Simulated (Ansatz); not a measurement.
Input file for Ansatz (a quantum-chemistry and plane-wave program): R-PBE/def2-TZVPP on BH3N (SMILES B=[NH2+]), atoms moved off the minimum. Charge +1.

Ansatz 0.2 input:
```yaml
crystal:
  periodic: [false, false, false]
  atoms:
    - {symbol: B, position_ang: [0.73140515, -0.11508771, 0.31861191]}
    - {symbol: N, position_ang: [-0.58323859, -0.03417892, -0.05707316]}
    - {symbol: H, position_ang: [1.65989904, -0.21144347, 0.69329734]}
    - {symbol: H, position_ang: [-0.86821882, 0.80438283, -0.34630786]}
    - {symbol: H, position_ang: [-1.19099477, -0.79681814, -0.50423311]}
basis:
  gaussian:
    orbitals: def2-TZVPP
hamiltonian:
  xc: {name: PBE}
total_charge: 1
scf: {lower_state_search: off}
output: {forces: true}
```

The log:

```
WARN ansatz: RAYON_NUM_THREADS=1 ignored (pool sized by the plan → 1); use --threads N
Functional definition: PBE
these checks for a lower state are left out or cut short: stability, starts, cluster_reference, orbital_swaps, neighbouring_geometries, increment
integrals: 0.02 GiB planned
501 factors; their error is unknown
mean field: 0.20 GiB planned
mean field evaluation 1: about -2184.8453 eV, gradient 1.0e2 eV
mean field evaluation 2: about -2127.9058 eV, gradient 1.6e2 eV
mean field evaluation 4: about -2203.3996 eV, gradient 1.2e1 eV
mean field evaluation 8: about -2203.7768 eV, gradient 2.1e-1 eV
mean field evaluation 16: about -2203.7768 eV, gradient 7.0e-6 eV
mean field -2203.77682234 eV, -80.9873044476 hartree, gradient 7.0e-6 eV, S^2 0.000000; 0 other end points of the search recorded, 0 dependent functions left out
the calculation of the forces begins
reference -2203.77685234 eV, -80.9873055499 hartree; 7, 7 occupied and 97, 97 virtual orbitals, 501 factors
Total energy: -2203.77685234 eV, -80.9873055499 hartree
Atom 0 at     0.731405    -0.115088     0.318612 Å, force    -9.090314     0.175064    -2.999025 eV/Å
Atom 1 at    -0.583239    -0.034179    -0.057073 Å, force     3.337375    -5.453615     0.901363 eV/Å
Atom 2 at     1.659899    -0.211443     0.693297 Å, force     6.629023    -0.536188     2.568633 eV/Å
Atom 3 at    -0.868219     0.804383    -0.346308 Å, force    -1.953404     4.979546    -1.434420 eV/Å
Atom 4 at    -1.190995    -0.796818    -0.504233 Å, force     1.077320     0.835192     0.963448 eV/Å
Dipole moment:     0.144576    -0.013949    -0.087229 e Å
Checks for a lower state left out: stability, starts, cluster_reference, orbital_swaps, neighbouring_geometries, increment
```

Self-consistency was reached.

Cost: roughly 0.6 core-seconds.
